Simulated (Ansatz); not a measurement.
mer-[FeF3(NH3)3]- (FeN₃F₃H₉⁻). Total charge -1; quintet. Geometry B3LYP-D4/def2-SVPD; atoms count from 1.

Cartesian coordinates in Å:
```
Fe -0.323 -0.251 0.299
F 0.790 0.579 -1.294
F -0.941 -0.657 2.064
F -1.565 -1.366 -0.990
N 1.339 1.190 1.182
H 2.129 0.796 1.682
H 1.065 2.071 1.603
H 1.523 1.281 0.172
N -1.843 1.267 -0.520
H -2.578 1.830 -0.106
H -2.217 0.415 -0.960
H -1.310 1.787 -1.211
N 0.941 -2.071 -0.314
H 1.338 -2.861 0.182
H 1.589 -1.688 -0.997
H 0.064 -2.321 -0.790
```

The name describes the singlet; other states may take another shape.

Q: Estimate the Mulliken populations from the PBE0/def2-TZVPD orbitals of Ansatz.

A: 
```json
{"atom": "Fe1", "charge (e)": "1.07", "spin (α − β)": "3.88", "d electrons": "6.13"}
{"atom": "F2", "charge (e)": "-0.80", "spin (α − β)": "0.02", "d electrons": "–"}
{"atom": "F3", "charge (e)": "-0.86", "spin (α − β)": "0.06", "d electrons": "–"}
{"atom": "F4", "charge (e)": "-0.84", "spin (α − β)": "0.02", "d electrons": "–"}
{"atom": "N5", "charge (e)": "-0.53", "spin (α − β)": "0.02", "d electrons": "–"}
{"atom": "H6", "charge (e)": "0.15", "spin (α − β)": "0.00", "d electrons": "–"}
{"atom": "H7", "charge (e)": "0.15", "spin (α − β)": "0.00", "d electrons": "–"}
{"atom": "H8", "charge (e)": "0.36", "spin (α − β)": "0.00", "d electrons": "–"}
{"atom": "N9", "charge (e)": "-0.60", "spin (α − β)": "0.02", "d electrons": "–"}
{"atom": "H10", "charge (e)": "0.16", "spin (α − β)": "0.00", "d electrons": "–"}
{"atom": "H11", "charge (e)": "0.35", "spin (α − β)": "0.00", "d electrons": "–"}
{"atom": "H12", "charge (e)": "0.25", "spin (α − β)": "0.00", "d electrons": "–"}
{"atom": "N13", "charge (e)": "-0.60", "spin (α − β)": "0.02", "d electrons": "–"}
{"atom": "H14", "charge (e)": "0.16", "spin (α − β)": "0.00", "d electrons": "–"}
{"atom": "H15", "charge (e)": "0.25", "spin (α − β)": "0.00", "d electrons": "–"}
{"atom": "H16", "charge (e)": "0.35", "spin (α − β)": "0.00", "d electrons": "–"}
```
Mulliken values depend strongly on the basis. With diffuse functions, as here, like atoms can get unlike values, and bond orders can come out too low or too high.

Q: Where does the spin sit?

A: Summed by element: Fe 3.88, F 0.10, N 0.05, H -0.03, of 4 unpaired in all. Largest on single atoms: Fe1 3.88, F3 0.06, F4 0.02.
